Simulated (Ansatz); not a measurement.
GaSiH5Cl2, singlet: at the start structure of a reaction step.

in.yaml

```yaml
crystal:
  periodic: [false, false, false]
  atoms:
    - {symbol: Ga, position_ang: [-1.747918, 0.287325, -0.123710]}
    - {symbol: H, position_ang: [-2.611715, -0.782044, 0.586615]}
    - {symbol: Cl, position_ang: [-1.372384, 0.218931, -2.236358]}
    - {symbol: Cl, position_ang: [-1.293703, 2.172286, 0.797311]}
    - {symbol: H, position_ang: [-0.004979, -0.677839, 0.451147]}
    - {symbol: Si, position_ang: [1.447521, -0.359554, 0.180253]}
    - {symbol: H, position_ang: [2.079810, -0.225787, 1.512288]}
    - {symbol: H, position_ang: [1.979570, -1.522566, -0.565202]}
    - {symbol: H, position_ang: [1.523797, 0.889349, -0.602245]}
basis:
  gaussian: {orbitals: STO-3G}
hamiltonian: {xc: hf}
```

Launched with

```bash
ansatz run in.yaml --threads 8 --pin off --events-out ev --progress --plain --max-ram 19148MiB
```

What Ansatz 0.2.0 printed:

```
Functional definition: HF
  name "HF"
  cite "Fock, Z. Phys. 61, 126 (1930) doi:10.1007/BF01340294"
  parent pbe
  exchange = exact_x
  correlation = 0
538 factors; integrals over basis functions are off by at most 2.6e-5 eV
mean field evaluation 1: about -84317.0112 eV, gradient 1.7e1 eV
mean field evaluation 2: about -84317.0364 eV, gradient 1.7e1 eV
mean field evaluation 4: about -84318.8586 eV, gradient 1.3e0 eV
mean field evaluation 8: about -84318.8753 eV, gradient 8.9e-3 eV
mean field -84318.87532349 eV, -3098.6615147520 hartree, gradient 2.7e-5 eV, S^2 0.000000; 0 other end points of the search recorded, 0 dependent functions left out
reference -84318.87532349 eV, -3098.6615147520 hartree; 42, 42 occupied and 8, 8 virtual orbitals, 538 factors
Total energy: -84318.87532349 eV, -3098.6615147520 hartree
```

The lines “mean field evaluation” count trial sets of orbitals through the whole run, from several starts and some on an approximate energy, so they need not fall steadily or lie above the final value.

Hardware: 8 CPU threads of an Arm Neoverse V1, shared host. Wall time about 0.15 s.
